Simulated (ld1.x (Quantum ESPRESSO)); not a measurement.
# Sm (Z = 62), RRKJ: configuration errors across variants

- Element: Sm
- Generator: ld1.x (Quantum ESPRESSO) 7.5
- Type: norm-conserving RRKJ (Kleinman–Bylander form)
- Functional: PBE
- Relativity: scalar-relativistic
- Frozen core: [Kr] 4d10 4f5
- Valence charge: 11
- Reference configuration: 5s2 5p6 5d1 6s1 6p1
- Partial waves: 5p (bound): rc 2.30 bohr; 5d (bound): rc 3.55 bohr; 5s (bound): rc 1.50 bohr
- Local potential: the s channel
- Core correction: none

Occupied shells without a wave of their own: 6p, 6s. They enter only through the test configuration that unscreens the potential.

All-electron excitation energies from the reference (eV): (1) 5s2 5p6 5d1 6s2 6p0 -2.726; (2) 5s2 5p6 5d1 6s1 6p0 3.727; (3) 5s2 5p6 5d1 6s0 6p0 15.497; (4) 5s2 5p5 5d1 6s2 6p0 28.181; (5) 5s1 5p6 5d1 6s2 6p0 49.428; (6) 5s2 5p6 5d0 6s0 6p0 35.201; (7) 5s2 5p6 5d1 6s0 6p1 7.126.

On the changes marked as counting shells twice: ld1.x takes every shell without a wave as core, so the model core holds the marked electrons as well and exchange and correlation see them twice. This cancels in the reference configuration, but the file is broken for other ones, and its errors say nothing about a proper core correction.

4 further variants failed, have other tests or another functional or relativity, and are left out.

The file “wave 5s (bound): rc 1.50 bohr becomes 5s (bound): rc 2.14 bohr” misses its own reference levels by 1.0 eV.

Errors AE − PS in meV (a dash: test not solved or not reliable):

```tsv
change	(1)	(2)	(3)	(4)	(5)	(6)	(7)	bound ghosts
base	+41	-29	-143	-98	-144	-180	-80	none
wave 5d (bound): rc 3.55 bohr becomes 5d (bound): rc 2.84 bohr	+41	-29	-136	-72	-110	-243	-79	none
wave 5s (bound): rc 1.50 bohr becomes 5s (bound): rc 2.14 bohr	+872	+0.7	-1569	+1495	+1488	-2182	-1279	none
core correction a·sin(br)/r model core inside 0.60 bohr (6p, 6s counted twice)	+17	-185	-672	-218	-288	-944	-166	none
```

(1) Give the same row for: all radii scaled by about 0.85 (s 1.28, p 1.96, d 3.04 bohr).

## Answers

(1) +42, -10, -92, -50, -129, -166, -66; bound ghosts: none.
